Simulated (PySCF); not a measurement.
Does the structure fit the spectrum?

A compound C$_{3}$H$_{10}$F$_{2}$OSi$_{3}$ gives the data below (simulated from a calculation) and was assigned the structure `CC(=O)[Si]([SiH3])([SiH3])C(F)F`.

¹³C{¹H} NMR (computed): δ 182.8 (C), 121.8 (CH), 77.8 (CH2).

¹H NMR (400 MHz, computed): δ 5.75 (m, 1H), 5.40 (d, 2H), 5.19 (m, 2H), 5.14 (s, 3H), 4.80 (m, 2H).

- PBE0/pcSseg-1 with gauge-including orbitals
- GFN2-xTB geometry
- code: PySCF 2.14.0 with density-fitted response routines
- non-relativistic, gas phase, a single conformation, equivalent nuclei averaged

Scale: TMS for ¹H (31.72 ppm) and ¹³C (186.93 ppm) (reference shieldings calculated alike).

**Question.** Compare with the shifts computed for the proposed structure, pairing carbons in order of shift.

**Answer.** Atom-mapped SMILES (the numbers label the heavy atoms): `[CH3:1][C:2](=[O:3])[Si:4]([SiH3:5])([SiH3:6])[CH:7]([F:8])[F:9]`. Hydrogens are named by the atom that carries them.

| atom | computed for proposal | given list | difference |
| --- | --- | --- | --- |
| C2 | 248.6 | 182.8 | +65.8 |
| C7 | 130.0 | 121.8 | +8.2 |
| C1 | 43.5 | 77.8 | -34.3 |

The rms difference is 43.1 ppm and the largest +65.8 ppm at C2 (carbonyl carbon). The carbon types in order of shift don't match either: C, CH, CH3 for the proposal against C, CH, CH2 in the data. The proposal doesn't fit.

**Question.** Which isomer fits?

**Answer.** `FC[SiH2]/C(F)=C\[SiH2]O[SiH3]`.

Carbon types of the structure: 1 × C, 1 × CH, 1 × CH2, leaving 7 H on heteroatoms. δC 182.8: fully substituted alkene carbon. δC 121.8: alkene CH; as expected for a trigonal carbon in a double bond. δC 77.8: sp3 CH2 bonded to F and Si; deshielded by the electronegative neighbour. δH 5.75: hydrogen on an alkene CH; olefinic region.

Other isomers checked: COC(F)(F)[Si@@H]1C[SiH2][SiH2]1 (rms 66.7 ppm).

The shifts were computed for this structure.

Splittings by ¹⁹F in the carbon and heteronuclear signals aren't shown, as no couplings were computed. Shifts are as computed. Against solution values, carbons near 30 ppm lie about +3 ppm off and those near 130 ppm about +5 ppm. Of 1309 compounds with measured shifts, 239 miss one by over three times the rms of a fit or turn the order of signals round; such compounds aren't used in these exercises. Multiplicities follow the n + 1 count of equivalent neighbours, as no J values were calculated; m marks all less simple cases, F and P coupling included.
